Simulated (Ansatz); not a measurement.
`[PH2][GaH2]` + `N[SiH3]` → `[SiH3]NP` + `[GaH3]` at 600 K and 1 bar (cleavage of the P–Ga bond).

Program: Ansatz. Geometries: PBE0-D4/def2-TZVP. ΔE: electronic, gas phase. CCSD(T)/CBS adds triple-zeta CCSD(T) − MP2 to the extrapolated MP2 energy (def2 sets, frozen cores). This one scheme is used for every species. For Ga outer-core shells are correlated without core-valence functions, which leaves a few kJ/mol of doubt a bond. Scalar relativity is left out up to krypton. Each species was taken in one conformer, which may not be the lowest.

```csv
species,CCSD(T)/CBS energy (Eh),H − E (kJ/mol),S (J/(mol·K))
`[PH2][GaH2]`,-2267.26620,120.0,347.4
`N[SiH3]`,-346.80422,170.6,320.8
`[SiH3]NP`,-688.33766,207.0,392.4
`[GaH3]`,-1925.70545,74.9,253.2
```

H − E and S are ideal-gas, rigid-rotor, harmonic terms from PBE0-D4/def2-TZVP, for one conformer and one mirror image of each species. 1 Eh = 2625.50 kJ/mol, R = 8.31446 J/(mol·K).

Problem. By hand: ΔE, ΔH, ΔS and ΔG.

Solution. ΔE = (-688.33766) + (-1925.70545) − (-2267.26620) − (-346.80422) = 0.02731 Eh = 71.7 kJ/mol. Δ(H − E) = 207.0 + 74.9 − 120.0 − 170.6 = -8.7, so ΔH = 63.0 kJ/mol. ΔS = 392.4 + 253.2 − 347.4 − 320.8 = -22.6 J/(mol·K). ΔG = 63.0 − 600 × (-22.6)/1000 = 76.6 kJ/mol.

Problem. By hand: the equilibrium constant, and the temperature at which ΔG would vanish if ΔH and ΔS stayed fixed.

Solution. log₁₀ K = −ΔG/(RT ln 10) = -6.7. ΔH and −TΔS have one sign here, so there is no such temperature.

ΔH outweighs TΔS. A doubt of 5 kJ/mol in ΔE shifts log₁₀ K by 0.4 here. Other conformers and mirror images would add mixing entropy, several J/(mol·K) or more a flexible species. These are equilibria of isolated gas molecules and say nothing of rates. Largest T1 diagnostic: 0.014 (customary marks: 0.02 for closed shells, 0.045 for open ones).
